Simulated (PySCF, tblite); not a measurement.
Compound: bicyclo[2.2.2]octa-2,5,7-triene, C₈H₈.
SMILES with atom numbers: `[CH:1]1=[CH:2][C@H:3]2[CH:4]=[CH:5][C@@H:6]1[CH:7]=[CH:8]2` (hydrogens: H9 on C1; H10 on C2; H11 on C3; H12 on C4; H13 on C5; H14 on C6; H15 on C7; H16 on C8)

Computed with GFN2-xTB (tblite), gas phase: Langevin dynamics at 400 K from the optimised GFN2-xTB geometry, time step 0.5 fs, friction 0.01 fs⁻¹, 2000 steps. Over the second half of the run the saved frames average 419 K.

Frame at 250 fs, instantaneous temperature 354 K:
```
atom  x, y, z in Å
C1      0.801    0.183   -0.571
C2     -0.124    1.124   -0.398
C3     -1.340    0.711    0.281
C4     -1.934   -0.452   -0.446
C5     -1.020   -1.446   -0.538
C6      0.336   -1.104    0.010
C7      0.033   -0.758    1.451
C8     -0.876    0.163    1.577
H9      1.732    0.194   -1.102
H10     0.126    2.174   -0.632
H11    -2.163    1.426    0.428
H12    -3.003   -0.609   -0.583
H13    -1.081   -2.387   -0.975
H14     1.190   -1.826   -0.030
H15     0.669   -1.147    2.272
H16    -1.156    0.738    2.462
```

Frame at 425 fs, instantaneous temperature 433 K:
```
atom  x, y, z in Å
C1      0.177   -0.262   -0.228
C2     -0.454    0.899   -0.056
C3     -1.690    0.730    0.721
C4     -2.521   -0.270    0.072
C5     -1.855   -1.420   -0.085
C6     -0.423   -1.431    0.386
C7     -0.652   -1.025    1.917
C8     -1.242    0.140    2.031
H9      1.135   -0.376   -0.664
H10    -0.369    1.787   -0.637
H11    -2.270    1.647    0.801
H12    -3.493    0.099   -0.289
H13    -2.231   -2.454   -0.184
H14     0.041   -2.359    0.235
H15    -0.123   -1.637    2.588
H16    -1.268    0.662    3.007
```

Frame at 625 fs, instantaneous temperature 424 K:
```
atom  x, y, z in Å
C1      0.393   -0.352   -0.126
C2     -0.252    0.838   -0.104
C3     -1.608    0.864    0.519
C4     -2.307   -0.249   -0.236
C5     -1.655   -1.385   -0.201
C6     -0.309   -1.478    0.602
C7     -0.658   -0.834    2.016
C8     -1.312    0.311    1.937
H9      1.369   -0.603   -0.549
H10     0.069    1.779   -0.431
H11    -2.167    1.850    0.575
H12    -3.267   -0.111   -0.775
H13    -2.081   -2.330   -0.684
H14     0.115   -2.429    0.694
H15    -0.254   -1.269    2.937
H16    -1.633    0.947    2.739
```

Frame at 800 fs, instantaneous temperature 441 K:
```
atom  x, y, z in Å
C1      0.665   -0.415    0.729
C2      0.308    0.849    0.665
C3     -1.153    0.949    0.909
C4     -1.825   -0.065   -0.015
C5     -1.511   -1.344    0.247
C6     -0.359   -1.422    1.263
C7     -0.874   -0.751    2.506
C8     -1.272    0.510    2.357
H9      1.605   -0.770    0.388
H10     0.798    1.663    0.177
H11    -1.450    1.950    0.731
H12    -2.540    0.402   -0.662
H13    -1.899   -2.194   -0.270
H14     0.132   -2.426    1.253
H15    -0.994   -1.535    3.327
H16    -1.649    1.117    3.085
```

Frame at 1000 fs, instantaneous temperature 423 K:
```
atom  x, y, z in Å
C1      0.718   -0.362    0.617
C2      0.461    0.881    0.267
C3     -0.810    1.558    0.834
C4     -1.895    0.603    0.389
C5     -1.702   -0.664    0.556
C6     -0.476   -0.924    1.465
C7     -0.537    0.007    2.607
C8     -0.509    1.297    2.284
H9      1.605   -1.040    0.354
H10     1.137    1.450   -0.395
H11    -1.051    2.537    0.686
H12    -2.752    0.932   -0.093
H13    -2.092   -1.569    0.172
H14    -0.336   -1.930    1.880
H15    -0.529   -0.333    3.626
H16    -0.588    2.188    2.942
```

Problem. What do single points at PBE0/pcSseg-1 (PySCF, gas phase) give on these frames?

Solution. 
| t (fs) | GFN2-xTB E above start (eV) | DFT E above lowest frame (eV) | HOMO (eV) | LUMO (eV) | dipole (D) |
| --- | --- | --- | --- | --- | --- |
| 250 | 0.68 | 0.04 | -5.92 | -0.30 | 0.39 |
| 425 | 0.87 | 0.28 | -5.90 | -0.21 | 0.27 |
| 625 | 0.70 | 0.00 | -5.86 | -0.25 | 0.19 |
| 800 | 0.78 | 0.14 | -5.96 | -0.19 | 0.47 |
| 1000 | 0.98 | 0.38 | -5.94 | -0.14 | 0.18 |

The two levels order the frames alike by energy but for pairs within 0.08 eV at one level; measured from each level's lowest frame they differ by 0.09 eV at most. The HOMO–LUMO gap runs from 5.61 to 5.80 eV. These are instantaneous structures, not minima.

Problem. And the isotropic GIAO shieldings (ppm) from the same runs?

Solution. 
```tsv
atom	250 fs	425 fs	625 fs	800 fs	1000 fs	mean	range
C1	33.2	40.8	38.2	26.3	26.8	33.1	14.5
C2	38.9	45.0	36.6	41.0	38.8	40.1	8.4
C3	137.2	133.6	127.2	133.5	135.4	133.4	10.0
C4	37.0	39.3	40.9	29.8	52.0	39.8	22.2
C5	29.2	37.8	35.7	40.3	44.1	37.4	14.9
C6	129.0	126.8	127.8	127.3	128.6	127.9	2.2
C7	31.2	28.3	36.3	39.4	36.4	34.3	11.1
C8	34.0	44.0	39.6	43.5	37.2	39.7	10.0
H9	24.2	25.2	24.3	24.9	23.1	24.3	2.1
H10	24.5	25.0	24.9	24.6	24.5	24.7	0.5
H11	26.5	26.6	26.0	27.6	28.0	26.9	2.0
H12	24.1	24.1	24.1	24.4	25.8	24.5	1.7
H13	24.6	24.7	24.1	24.5	24.6	24.5	0.6
H14	26.2	27.4	27.4	25.9	26.8	26.7	1.5
H15	24.4	24.0	24.1	23.6	24.8	24.2	1.2
H16	24.4	24.7	24.7	25.2	24.3	24.7	0.9
```

The cost below is that of the whole dynamics run. The run took 8.9 s on one thread of an Arm Neoverse V2, on a shared host, and the process peaked at 0.18 GiB of memory.
